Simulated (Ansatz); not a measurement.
Gas-phase electronic energies from Ansatz, PBE0-D4/def2-TZVP geometries. CCSD(T)/CBS is the MP2 limit (def2-TZVPP, def2-QZVPP) plus CCSD(T) − MP2 in def2-TZVPP, frozen cores. This one scheme is used for every species. Functionals use def2-TZVPP. B3LYP here is the variant with VWN-RPA as its local correlation; programs differ in this.

Reaction (hydrogenolysis of a C–Si bond): `[SiH3]C1=C[SiH2]O1` + H₂ → `C1=C[SiH2]O1` + SiH₄

CCSD(T)/CBS gives -18.6 kJ/mol.

(1) Another level gave -20.8 kJ/mol. Which?
A. MP2/def2-TZVPP
B. B3LYP/def2-TZVPP
C. r2SCAN/def2-TZVPP
D. revPBE/def2-TZVPP

Largest T1 diagnostic among the species: 0.014.

## Answers

(1) C. r2SCAN -20.8, revPBE -26.1, MP2/def2-TZVPP -16.4, B3LYP -30.9 kJ/mol.

From PBE to PBE0 (25 % exact exchange), in def2-TZVPP and without D4, ΔE moves by −4.5 kJ/mol. The D4 term adds +11.5 kJ/mol with B3LYP and +6.4 kJ/mol with PBE0; it sums over pairs of atoms, weighted by their polarisabilities, and B3LYP, whose exchange is more repulsive, gets the larger term.
